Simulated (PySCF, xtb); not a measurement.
CCl2F, SMILES F[C](Cl)Cl, multiplicity 2.

Harmonic wavenumbers (cm⁻¹) from xtb with GFN2-xTB at its own minimum, in rising order: 253, 340, 381, 589, 809, 1077.

Problem. What does PySCF 2.14.0 with B3LYP-D3(BJ)/def2-SVP give at its own minimum? (An estimate is asked for; the answer gives what the named calculation found.)

Solution. 281, 381, 459, 606, 903, 1210. Paired by order, the mean absolute difference is 65 cm⁻¹ and the zero-point energies are 4.9 and 5.5 kcal/mol.
